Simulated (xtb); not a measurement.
CH$_{3}$Cd, charge +2, quartet, at a GFN2-xTB geometry of the parent state (such geometries of metal compounds can be far from the true shape) (a state made from the parent by changing its charge; the spin is typed, not shown lowest); GFN1-xTB (xtb).

The xtb input:
```
$ xtb mol.xyz --gfn 1 --chrg 2 --uhf 3 --json

# file mol.xyz
5

Cd    -0.24990741    -0.15685804    -0.19594938
C      1.26333355     0.79294976     0.99056455
H      1.79956127    -0.02050473     1.49205259
H      0.72593198     1.44551340     1.68777248
H      1.89006125     1.34647864     0.28235779
```

It wrote (shortened):

```
   ID    Z sym.   atoms
    1   48 Cd     1
    2    6 C      2
    3    1 H      3-5

           -------------------------------------------------
          |                Calculation Setup                |
           -------------------------------------------------

           -------------------------------------------------
          |                 G F N 1 - x T B                 |
           -------------------------------------------------

          ...................................................
          :                      SETUP                      :
          :.................................................:
          :  # basis functions                  14          :
          :  # atomic orbitals                  14          :
          :  # shells                           10          :
          :  # electrons                         7          :
          :  # halogen bonds                     0          :
          :  max. iterations                   250          :
          :  Hamiltonian                  GFN1-xTB          :
          :  restarted?                      false          :
          :  GBSA solvation                  false          :
          :  PC potential                    false          :
          :  electronic temp.          300.0000000     K    :
          :  accuracy                    1.0000000          :
          :  -> integral cutoff          0.2500000E+02      :
          :  -> integral neglect         0.1000000E-07      :
          :  -> SCF convergence          0.1000000E-05 Eh   :
          :  -> wf. convergence          0.2000000E-04 e    :
          :  Broyden damping             0.4000000          :
          :  net charge                          2          :
          :  unpaired electrons                  3          :
          ...................................................

 iter      E             dE          RMSdq      gap      omega  full diag
   1     -3.1249652 -0.312497E+01  0.451E+00    5.14       0.0  T
   2     -3.1337808 -0.881560E-02  0.260E+00    4.87       1.0  T
   3     -3.1341694 -0.388547E-03  0.455E-01    4.62       1.0  T
   4     -3.1343798 -0.210468E-03  0.227E-02    4.68       2.0  T
   5     -3.1343804 -0.570566E-06  0.103E-02    4.69       4.4  T
   6     -3.1343806 -0.241728E-06  0.410E-04    4.70     109.1  T
   7     -3.1343806 -0.161025E-09  0.105E-04    4.70     426.3  T
   8     -3.1343806 -0.124243E-10  0.170E-05    4.70    2632.2  T

   *** convergence criteria satisfied after 8 iterations ***

         :::::::::::::::::::::::::::::::::::::::::::::::::::::
         ::                     SUMMARY                     ::
         :::::::::::::::::::::::::::::::::::::::::::::::::::::
         :: total energy              -3.083180390206 Eh    ::
         :: gradient norm              0.104956975179 Eh/a0 ::
         :: HOMO-LUMO gap              4.697639452998 eV    ::
         ::.................................................::
         :: SCC energy                -3.134380635577 Eh    ::
         :: -> electrostatic           0.424495260702 Eh    ::
         :: repulsion energy           0.052145857105 Eh    ::
         :: dispersion energy         -0.000945611734 Eh    ::
         :: halogen bond corr.         0.000000000000 Eh    ::
         :: add. restraining           0.000000000000 Eh    ::
         :: total charge               2.000000000000 e     ::
         :::::::::::::::::::::::::::::::::::::::::::::::::::::

           -------------------------------------------------
          |                Property Printout                |
           -------------------------------------------------

    * Orbital Energies and Occupations

         #    Occupation            Energy/Eh            Energy/eV
      -------------------------------------------------------------
         1        2.0000           -1.1174182             -30.4065
         2        1.5000           -1.0138784             -27.5890
         3        1.5000           -1.0138784             -27.5890
         4        1.0000           -0.9405648             -25.5941
         5        1.0000           -0.7704720             -20.9656 (HOMO)
         6                         -0.5978369             -16.2680 (LUMO)
         7                         -0.5710251             -15.5384
         8                         -0.5710250             -15.5384
         9                         -0.4690553             -12.7636
        10                         -0.4690552             -12.7636
        11                         -0.2774067              -7.5486
        12                         -0.2135199              -5.8102
        13                         -0.2135198              -5.8102
        14                         -0.0642571              -1.7485
      -------------------------------------------------------------
                  HL-Gap            0.1726351 Eh            4.6976 eV
             Fermi-level           -0.8490164 Eh          -23.1029 eV

  Mulliken/CM5 charges         n(s)   n(p)   n(d)
     1Cd    0.99453  1.03807   0.948  0.058  0.000
     2C     0.13522 -0.05126   1.251  2.613  0.000
     3H     0.29009  0.33773   0.710  0.000  0.000
     4H     0.29008  0.33773   0.710  0.000  0.000
     5H     0.29008  0.33773   0.710  0.000  0.000

Wiberg/Mayer (AO) data.
largest (>0.10) Wiberg bond orders for each atom

 ---------------------------------------------------------------------------
     #   Z sym  total        # sym  WBO       # sym  WBO       # sym  WBO
 ---------------------------------------------------------------------------
     1  48 Cd   0.116
     2   6 C    2.253 --     4 H    0.729     5 H    0.729     3 H    0.729
     3   1 H    0.763 --     2 C    0.729
     4   1 H    0.763 --     2 C    0.729
     5   1 H    0.763 --     2 C    0.729
 ---------------------------------------------------------------------------

Topologies differ in total number of bonds
Writing topology from bond orders to xtbtopo.mol

 dipole moment from electron density (au)
     X       Y       Z
   2.7844   1.7476   2.1832  total (Debye):   10.030

           -------------------------------------------------
          | TOTAL ENERGY               -3.083180390206 Eh   |
          | GRADIENT NORM               0.104956975179 Eh/α |
          | HOMO-LUMO GAP               4.697639452998 eV   |
           -------------------------------------------------

normal termination of xtb
```
